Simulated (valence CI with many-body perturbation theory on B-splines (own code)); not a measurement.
**E1 transitions of Hg⁴⁷⁺**

Level of theory: configuration interaction combined with many-body perturbation theory (CI+MBPT): five valence electrons over a frozen Dirac-Fock core [Ar] 3d10, a basis of 9 s, 9 p, 8 d, 6 f, 3 g, 1 h functions for each j, with the one-electron correlation potential Σ1 (screened to all orders), the two-electron term Σ2, the three-electron term Σ3, Breit, model QED; selected single and double excitations, second order for the rest (own B-spline code, finite nucleus).

No measured spectrum was set against this ion. As an estimate, large intervals hold to a few tenths of a per cent, small ones and those within an open d or f shell to about a per cent. Among the levels kept, up to 370 cm⁻¹ of a level comes from second order outside the variational space, and about a tenth of that is noise between levels of different J, which matters for small intervals.

Lines 51 to 100 of 220 in falling wavelength, among levels below 494.29 eV, chosen from the strongest by gf and those to the six lowest levels. Wavelengths and rates use the calculated energies. Electric multipoles are in the length gauge, E1 and E2 with the static RPA response of the core. Weak lines are less certain than strong ones. Lines between different terms over intervals too small for the method are left out, as are lines whose strength nearly cancels. The highest levels of a list are the least certain.

Levels are named by their leading jj configuration (3d3/2^4 stands for four electrons in 3d with j = 3/2), which in mixed levels can hold well under half, so a name can repeat and another be missing. Letters in brackets count levels of one name in rising energy.

```csv
λ vac (nm),Upper,Lower,A (s⁻¹),S (a.u.) with core polarisation,S without
10.61,(4s 4p1/2^2 4p3/2 4d5/2) J=3/2 [b],(4s^2 4p1/2 4p3/2 4d5/2) J=1/2,1.68e+10,3.97e-02,4.20e-02
10.58,(4s 4p1/2^2 4p3/2^2) J=1/2,(4s^2 4p1/2 4p3/2^2) J=1/2,3.68e+10,4.31e-02,4.57e-02
10.47,(4s 4p1/2^2 4p3/2 4d5/2) J=3/2 [b],(4s^2 4p1/2 4p3/2 4d5/2) J=3/2 [b],2.19e+10,4.98e-02,5.27e-02
10.40,(4s 4p1/2^2 4p3/2 4d5/2) J=3/2 [a],(4s^2 4p1/2 4p3/2 4d5/2) J=5/2 [a],2.78e+10,6.17e-02,6.54e-02
10.40,(4s 4p1/2^2 4p3/2^2) J=3/2,(4s^2 4p1/2 4p3/2^2) J=1/2,2.69e+06,5.98e-06,6.15e-06
10.40,(4s 4p1/2^2 4p3/2 4d3/2) J=7/2,(4s^2 4p1/2 4p3/2 4d3/2) J=5/2 [a],2.84e+09,1.26e-02,1.34e-02
10.22,(4s 4p1/2^2 4p3/2 4d5/2) J=7/2 [a],(4s^2 4p1/2 4p3/2 4d5/2) J=9/2,1.27e+10,5.36e-02,5.67e-02
10.17,(4s 4p1/2^2 4p3/2 4d5/2) J=3/2 [a],(4s^2 4p1/2 4p3/2 4d5/2) J=3/2 [a],8.49e+09,1.76e-02,1.87e-02
10.02,(4s 4p1/2^2 4p3/2 4d5/2) J=5/2 [b],(4s^2 4p1/2 4p3/2 4d5/2) J=7/2 [b],3.71e+10,1.11e-01,1.17e-01
9.993,(4s 4p1/2^2 4p3/2 4d5/2) J=5/2 [b],(4s^2 4p1/2 4p3/2 4d5/2) J=5/2 [b],1.21e+10,3.58e-02,3.79e-02
9.798,(4s 4p1/2^2 4p3/2 4d3/2) J=3/2 [b],(4s^2 4p1/2 4p3/2 4d3/2) J=1/2 [a],5.55e+09,1.03e-02,1.09e-02
9.783,(4s 4p1/2^2 4p3/2 4d3/2) J=3/2 [b],(4s^2 4p1/2 4p3/2 4d3/2) J=3/2 [a],2.76e+09,5.10e-03,5.40e-03
9.770,(4s 4p1/2^2 4p3/2^2) J=3/2,(4s^2 4p1/2 4p3/2^2) J=5/2,4.41e+10,8.13e-02,8.60e-02
9.735,(4s 4p1/2^2 4p3/2 4d3/2) J=3/2 [b],(4s^2 4p1/2 4p3/2 4d3/2) J=5/2 [a],2.25e+10,4.09e-02,4.33e-02
9.687,(4s 4p1/2 4p3/2^3) J=1/2,(4s^2 4p3/2^3) J=3/2,3.35e+10,3.01e-02,3.18e-02
9.674,(4s 4p1/2^2 4p3/2 4d5/2) J=7/2 [a],(4s^2 4p1/2 4p3/2 4d5/2) J=7/2 [a],6.40e+09,2.29e-02,2.42e-02
9.605,(4s 4p1/2 4p3/2^3) J=3/2 [b],(4s^2 4p3/2^3) J=3/2,2.66e+10,4.65e-02,4.93e-02
9.602,(4s 4p1/2^2 4p3/2 4d5/2) J=7/2 [b],(4s^2 4p1/2 4p3/2 4d5/2) J=9/2,2.93e+10,1.02e-01,1.08e-01
9.465,(4s 4p1/2^2 4p3/2^2) J=1/2,(4s^2 4p1/2 4p3/2^2) J=3/2,7.27e+07,6.08e-05,6.35e-05
9.457,(4s 4p1/2^2 4p3/2 4d3/2) J=5/2 [b],(4s^2 4p1/2 4p3/2 4d3/2) J=7/2,4.19e+10,1.05e-01,1.11e-01
9.323,(4s 4p1/2^2 4p3/2^2) J=3/2,(4s^2 4p1/2 4p3/2^2) J=3/2,1.49e+10,2.39e-02,2.53e-02
9.195,(4s 4p1/2^2 4p3/2 4d3/2) J=1/2 [b],(4s^2 4p1/2 4p3/2 4d3/2) J=1/2 [a],6.81e+09,5.22e-03,5.52e-03
9.182,(4s 4p1/2^2 4p3/2 4d5/2) J=3/2 [b],(4s^2 4p1/2 4p3/2 4d5/2) J=5/2 [a],9.62e+09,1.47e-02,1.55e-02
9.182,(4s 4p1/2^2 4p3/2 4d3/2) J=1/2 [b],(4s^2 4p1/2 4p3/2 4d3/2) J=3/2 [a],3.20e+10,2.44e-02,2.59e-02
9.117,(4s 4p1/2^2 4p3/2 4d5/2) J=7/2 [b],(4s^2 4p1/2 4p3/2 4d5/2) J=7/2 [a],1.30e+10,3.90e-02,4.13e-02
9.095,(4s^2 4p1/2^2 4f5/2) J=5/2,(4s 4p1/2^2 4p3/2^2) J=3/2,1.01e+09,2.25e-03,2.37e-03
9.072,(4s 4p1/2^2 4p3/2 4d3/2) J=5/2 [b],(4s^2 4p1/2 4p3/2 4d3/2) J=3/2 [a],3.63e+09,8.02e-03,8.47e-03
9.002,(4s 4p1/2^2 4p3/2 4d5/2) J=3/2 [b],(4s^2 4p1/2 4p3/2 4d5/2) J=3/2 [a],1.06e+09,1.53e-03,1.62e-03
8.836,(4s 4p1/2^2 4p3/2 4d5/2) J=5/2 [b],(4s^2 4p1/2 4p3/2 4d5/2) J=3/2 [a],3.07e+09,6.28e-03,6.63e-03
8.130,(4s 4p1/2^2 4p3/2 4d5/2) J=7/2 [a],(4s^2 4p1/2 4p3/2 4d3/2) J=7/2,1.03e+09,2.19e-03,2.32e-03
8.056,(4s 4p1/2^2 4p3/2 4d3/2) J=5/2 [a],(4s 4p1/2^2 4p3/2^2) J=3/2,4.12e+09,6.38e-03,6.76e-03
8.023,(4s 4p1/2^2 4p3/2 4d3/2) J=3/2 [a],(4s 4p1/2^2 4p3/2^2) J=3/2,5.07e+09,5.17e-03,5.45e-03
8.015,(4s 4p1/2^2 4p3/2 4d3/2) J=1/2 [a],(4s 4p1/2^2 4p3/2^2) J=3/2,1.05e+10,5.32e-03,5.59e-03
7.929,(4s^2 4p1/2 4d3/2^2) J=5/2,(4s^2 4p1/2 4p3/2 4d3/2) J=3/2 [b],3.06e+09,4.51e-03,4.75e-03
7.921,(4s 4p1/2^2 4p3/2 4d3/2) J=3/2 [a],(4s 4p1/2^2 4p3/2^2) J=1/2,6.57e+09,6.44e-03,6.79e-03
7.913,(4s 4p1/2^2 4p3/2 4d3/2) J=1/2 [a],(4s 4p1/2^2 4p3/2^2) J=1/2,5.75e+09,2.81e-03,2.97e-03
7.856,(4s 4p1/2^2 4p3/2 4d5/2) J=3/2 [a],(4s^2 4p1/2 4p3/2 4d3/2) J=5/2 [a],2.24e+09,2.15e-03,2.27e-03
7.843,(4s^2 4p1/2 4d3/2^2) J=5/2,(4s^2 4p1/2 4p3/2 4d3/2) J=5/2 [b],6.62e+09,9.46e-03,9.97e-03
7.675,(4s^2 4p1/2 4p3/2 4d3/2) J=3/2 [a],(4s^2 4p1/2 4p3/2^2) J=1/2,4.17e+09,3.73e-03,3.91e-03
7.666,(4s^2 4p1/2 4p3/2 4d3/2) J=1/2 [a],(4s^2 4p1/2 4p3/2^2) J=1/2,3.65e+09,1.62e-03,1.70e-03
7.516,(4s^2 4p1/2^2 4f7/2) J=7/2,(4s 4p1/2^2 4p3/2^2) J=5/2,9.15e+08,1.53e-03,1.64e-03
7.353,(4s^2 4p1/2 4p3/2 4d3/2) J=5/2 [a],(4s^2 4p1/2 4p3/2^2) J=5/2,1.14e+10,1.34e-02,1.41e-02
7.333,(4s 4p1/2^2 4p3/2 4d3/2) J=3/2 [b],(4s 4p1/2^2 4p3/2^2) J=3/2,1.47e+10,1.15e-02,1.21e-02
7.326,(4s^2 4p1/2 4p3/2 4d3/2) J=3/2 [a],(4s^2 4p1/2 4p3/2^2) J=5/2,1.27e+10,9.86e-03,1.04e-02
7.247,(4s 4p1/2^2 4p3/2 4d3/2) J=3/2 [b],(4s 4p1/2^2 4p3/2^2) J=1/2,3.89e+09,2.92e-03,3.09e-03
7.208,(4s 4p1/2^2 4p3/2 4d3/2) J=5/2 [a],(4s 4p1/2^2 4p3/2^2) J=5/2,1.86e+10,2.06e-02,2.17e-02
7.181,(4s 4p1/2^2 4p3/2 4d3/2) J=3/2 [a],(4s 4p1/2^2 4p3/2^2) J=5/2,3.12e+10,2.28e-02,2.40e-02
7.108,(4s^2 4p1/2 4d3/2^2) J=5/2,(4s^2 4p1/2 4p3/2 4d3/2) J=7/2,2.83e+09,3.00e-03,3.14e-03
7.097,(4s^2 4p1/2 4p3/2 4d3/2) J=5/2 [a],(4s^2 4p1/2 4p3/2^2) J=3/2,7.37e+07,7.80e-05,8.11e-05
7.092,(4s^2 4p1/2 4p3/2 4d3/2) J=7/2,(4s^2 4p1/2 4p3/2^2) J=5/2,1.30e+09,1.83e-03,1.93e-03
```
